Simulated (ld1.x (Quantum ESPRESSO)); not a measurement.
# Reading a pseudo-wave (titanium)

Columns: radius, all-electron u(r) and pseudo u(r) of the 4p shell (level -1.54 eV) of titanium in the configuration [Ar] 3d2 4s2 4p0; LDA (PZ), scalar-relativistic, PAW scheme, ld1.x (Quantum ESPRESSO) 7.5.

```json
{"r (bohr)": "0.178", "all-electron": "0.1099", "pseudo": "0.0037"}
{"r (bohr)": "0.355", "all-electron": "0.0046", "pseudo": "0.0147"}
{"r (bohr)": "0.533", "all-electron": "-0.1258", "pseudo": "0.0325"}
{"r (bohr)": "0.710", "all-electron": "-0.1860", "pseudo": "0.0562"}
{"r (bohr)": "0.888", "all-electron": "-0.1799", "pseudo": "0.0851"}
{"r (bohr)": "1.065", "all-electron": "-0.1318", "pseudo": "0.1179"}
{"r (bohr)": "1.243", "all-electron": "-0.0624", "pseudo": "0.1536"}
{"r (bohr)": "1.420", "all-electron": "0.0139", "pseudo": "0.1906"}
{"r (bohr)": "1.598", "all-electron": "0.0898", "pseudo": "0.2283"}
{"r (bohr)": "1.775", "all-electron": "0.1602", "pseudo": "0.2650"}
{"r (bohr)": "1.953", "all-electron": "0.2240", "pseudo": "0.3004"}
{"r (bohr)": "2.130", "all-electron": "0.2796", "pseudo": "0.3333"}
{"r (bohr)": "2.308", "all-electron": "0.3277", "pseudo": "0.3636"}
{"r (bohr)": "2.485", "all-electron": "0.3680", "pseudo": "0.3907"}
{"r (bohr)": "2.662", "all-electron": "0.4013", "pseudo": "0.4145"}
{"r (bohr)": "2.840", "all-electron": "0.4284", "pseudo": "0.4351"}
{"r (bohr)": "3.018", "all-electron": "0.4495", "pseudo": "0.4522"}
{"r (bohr)": "3.195", "all-electron": "0.4652", "pseudo": "0.4660"}
{"r (bohr)": "3.373", "all-electron": "0.4762", "pseudo": "0.4763"}
{"r (bohr)": "3.550", "all-electron": "0.4830", "pseudo": "0.4830"}
{"r (bohr)": "3.728", "all-electron": "0.4861", "pseudo": "0.4861"}
{"r (bohr)": "3.905", "all-electron": "0.4860", "pseudo": "0.4860"}
{"r (bohr)": "4.083", "all-electron": "0.4831", "pseudo": "0.4831"}
{"r (bohr)": "4.260", "all-electron": "0.4777", "pseudo": "0.4777"}
{"r (bohr)": "4.438", "all-electron": "0.4703", "pseudo": "0.4703"}
{"r (bohr)": "4.615", "all-electron": "0.4612", "pseudo": "0.4612"}
```

(1) How many radial nodes do the two functions have?

(2) At about which radius was the pseudo-wave matched?

(3) Is the pseudo-wave norm-conserving?

## Answers

(1) The all-electron 4p function has n − l − 1 = 2; the pseudo-wave has 0, since the states of the same l below it are removed with the core.

(2) 3.55 bohr, where the columns begin to agree (steps of 0.18 bohr).

(3) No, it belongs to a PAW set: the norm inside the radius is not constrained, and the difference is carried by the augmentation charge.
